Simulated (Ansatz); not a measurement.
Ansatz (a program for electronic structure) job for SnCl3, SMILES [Cl][Sn]([Cl])[Cl], multiplicity 2, PBE0-D3(BJ)/def2-SVP. 

Ansatz 0.2 input:
```yaml
crystal:
  periodic: [false, false, false]
  atoms:
    - {symbol: Sn, position_ang: [0.00000000, 0.00000000, 0.46658347]}
    - {symbol: Cl, position_ang: [1.93190044, -1.11538324, -0.45743477]}
    - {symbol: Cl, position_ang: [-1.93190044, -1.11538324, -0.45743477]}
    - {symbol: Cl, position_ang: [0.00000000, 2.23076647, -0.45743478]}
basis:
  gaussian:
    orbitals: def2-SVP
hamiltonian:
  xc: pbe0
  dispersion: d3bj
magnetization: {spin_polarized: true, initial_magnetization: 1}
relax: {f_tol: 0.002, max_steps: 200}
```

Program output:

```
WARN ansatz: RAYON_NUM_THREADS=1 ignored (pool sized by the plan → 1); use --threads N
Functional definition: PBE0
integrals: 0.03 GiB planned
878 factors; integrals over basis functions are off by at most 2.6e-4 eV
mean field: 0.62 GiB planned
mean field evaluation 1: about -43376.8319 eV, gradient 1.5e1 eV
mean field evaluation 2: about -43374.9097 eV, gradient 2.4e1 eV
mean field evaluation 4: about -43378.4301 eV, gradient 4.6e-1 eV
mean field evaluation 8: about -43378.4341 eV, gradient 7.6e-3 eV
mean field evaluation 16: about -43378.4341 eV, gradient 2.4e-5 eV
mean field -43378.43414997 eV, -1594.1280520527 hartree, gradient 2.4e-5 eV, S^2 0.755134; 0 other end points of the search recorded, 0 dependent functions left out
the calculation of the forces begins
reference -43378.43417421 eV, -1594.1280529436 hartree; 37, 36 occupied and 43, 44 virtual orbitals, 878 factors
relax step   1: F+E_penalty+E_count = -43378.57439621 eV  Δ(F+E_penalty+E_count) = +0.000e0 eV  max|allowed force component| = 8.924e-1 eV/Å  Δτ_max = 0.0000 Å  (28 SCF iters, accepted)
these checks for a lower state are left out or cut short: starts, cluster_reference, orbital_swaps, neighbouring_geometries, increment
integrals: 0.03 GiB planned
878 factors; integrals over basis functions are off by at most 2.5e-4 eV
mean field: 0.62 GiB planned
mean field -43378.48096279 eV, -1594.1297723921 hartree, gradient 7.5e-6 eV, S^2 0.753830; 0 other end points of the search recorded, 0 dependent functions left out
the calculation of the forces begins
reference -43378.48098692 eV, -1594.1297732787 hartree; 37, 36 occupied and 43, 44 virtual orbitals, 878 factors
relax step   2: F+E_penalty+E_count = -43378.62385539 eV  Δ(F+E_penalty+E_count) = -4.946e-2 eV  max|allowed force component| = 3.606e-1 eV/Å  Δτ_max = 0.0698 Å  (29 SCF iters, accepted)
these checks for a lower state are left out or cut short: starts, cluster_reference, orbital_swaps, neighbouring_geometries, increment
integrals: 0.03 GiB planned
878 factors; integrals over basis functions are off by at most 2.6e-4 eV
mean field: 0.62 GiB planned
mean field evaluation 32: about -43378.4905 eV, gradient 1.5e-5 eV
mean field -43378.49051177 eV, -1594.1301233105 hartree, gradient 1.5e-5 eV, S^2 0.754140; 0 other end points of the search recorded, 0 dependent functions left out
the calculation of the forces begins
reference -43378.49053591 eV, -1594.1301241976 hartree; 37, 36 occupied and 43, 44 virtual orbitals, 878 factors
relax step   3: F+E_penalty+E_count = -43378.63262612 eV  Δ(F+E_penalty+E_count) = -8.771e-3 eV  max|allowed force component| = 8.696e-3 eV/Å  Δτ_max = 0.0167 Å  (30 SCF iters, accepted)
these checks for a lower state are left out or cut short: starts, cluster_reference, orbital_swaps, neighbouring_geometries, increment
integrals: 0.03 GiB planned
878 factors; integrals over basis functions are off by at most 2.6e-4 eV
mean field: 0.62 GiB planned
mean field -43378.49049339 eV, -1594.1301226351 hartree, gradient 2.6e-5 eV, S^2 0.754143; 0 other end points of the search recorded, 0 dependent functions left out
the calculation of the forces begins
reference -43378.49051753 eV, -1594.1301235224 hartree; 37, 36 occupied and 43, 44 virtual orbitals, 878 factors
relax step   4: F+E_penalty+E_count = -43378.63263281 eV  Δ(F+E_penalty+E_count) = -6.694e-6 eV  max|allowed force component| = 3.505e-4 eV/Å  Δτ_max = 0.0013 Å  (22 SCF iters, accepted)
integrals: 0.03 GiB planned
878 factors; integrals over basis functions are off by at most 2.6e-4 eV
mean field: 0.62 GiB planned
mean field -43378.49049339 eV, -1594.1301226351 hartree, gradient 2.6e-5 eV, S^2 0.754143; 1 other end points of the search recorded, 0 dependent functions left out
the calculation of the forces begins
reference -43378.49051753 eV, -1594.1301235224 hartree; 37, 36 occupied and 43, 44 virtual orbitals, 878 factors
Total energy: -43378.63265695 eV, -1594.1353470498 hartree
Atom 0 at    -0.000000    -0.000046     0.414740 Å, force    -0.000000     0.000001     0.000350 eV/Å
Atom 1 at     1.906098    -1.100410    -0.440147 Å, force    -0.000270     0.000165    -0.000117 eV/Å
Atom 2 at    -1.906098    -1.100410    -0.440147 Å, force     0.000270     0.000165    -0.000117 eV/Å
Atom 3 at     0.000000     2.200867    -0.440166 Å, force    -0.000000    -0.000330    -0.000117 eV/Å
Dipole moment:     0.000000    -0.000056     0.451293 e Å
```

The run converged.
